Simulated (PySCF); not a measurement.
Species: C9H7Cl.
Structure used (PBE0-D3(BJ)/def2-SVP), in Å, numbered top down from 1:
```xyz
17
C9H7Cl angstrom
C     -3.0101   -1.9674   -0.6974
C     -2.4317   -0.9677   -0.3351
C     -1.7297    0.2222    0.0948
C     -2.2372    1.4870   -0.3923
C     -2.6507    2.5497   -0.7987
C     -1.0953    0.2085    1.5162
C     -0.2642    0.1111    0.3345
C      0.9180   -0.0126   -0.2454
C      2.1907   -0.0756    0.5219
Cl     3.0796   -1.5988    0.1779
H     -3.5217   -2.8547   -1.0215
H     -3.0225    3.4897   -1.1624
H     -1.1414    1.1554    2.0639
H     -1.2792   -0.6917    2.1120
H      0.9803   -0.0651   -1.3374
H      2.0099   -0.0358    1.6041
H      2.8691    0.7436    0.2429
```

Computed with PySCF, TDDFT wB97X-D/def2-SVPD, vertical, gas phase, core orbitals frozen in the response.

Ground-to-excited transition dipoles (e·a0, same axes as the geometry; the sign carries no meaning), for the states with f of 0.002 or more among the lowest 6:

```json
{"state": "S1", "E (eV)": "5.690", "μx": "0.143", "μy": "0.103", "μz": "-0.006"}
{"state": "S2", "E (eV)": "5.991", "μx": "0.097", "μy": "-0.029", "μz": "-0.125"}
{"state": "S3", "E (eV)": "6.453", "μx": "-0.349", "μy": "-0.017", "μz": "-0.021"}
{"state": "S4", "E (eV)": "6.497", "μx": "0.980", "μy": "-0.183", "μz": "0.199"}
{"state": "S5", "E (eV)": "6.524", "μx": "0.502", "μy": "0.062", "μz": "-0.034"}
{"state": "S6", "E (eV)": "6.605", "μx": "-1.266", "μy": "0.303", "μz": "0.167"}
```

Q: What oscillator strength does each state have?

A: f = (2/3) ΔE |μ|² with ΔE in hartree (27.2114 eV).

```tsv
state	|μ|² (au)	|μ| (D)	f
S1	0.031	0.45	0.004
S2	0.026	0.41	0.004
S3	0.122	0.89	0.019
S4	1.033	2.58	0.164
S5	0.257	1.29	0.041
S6	1.722	3.34	0.279
```

Q: What angle do the transition dipoles of S3 and S6 make?

A: |cos θ| = |μa·μb| / (|μa| |μb|) = 0.94, so θ ≈ 20° (taken between 0 and 90°, since the signs are arbitrary).

Q: How is the summed strength of these states shared among x, y and z?

A: (2/3) Σ ΔE μα² gives 0.476 for x, 0.022 for y and 0.013 for z, 0.512 in all.

Q: What peak molar absorption coefficient would the strongest computed level give as a lone Gaussian band 0.5 eV wide at half height?

A: ε(max) = 2.175×10⁸ f / FWHM, with the width in cm⁻¹. S6: 2.175×10⁸ × 0.2786 / 4033 ≈ 15000 L mol⁻¹ cm⁻¹.

One conformer stands for the species.
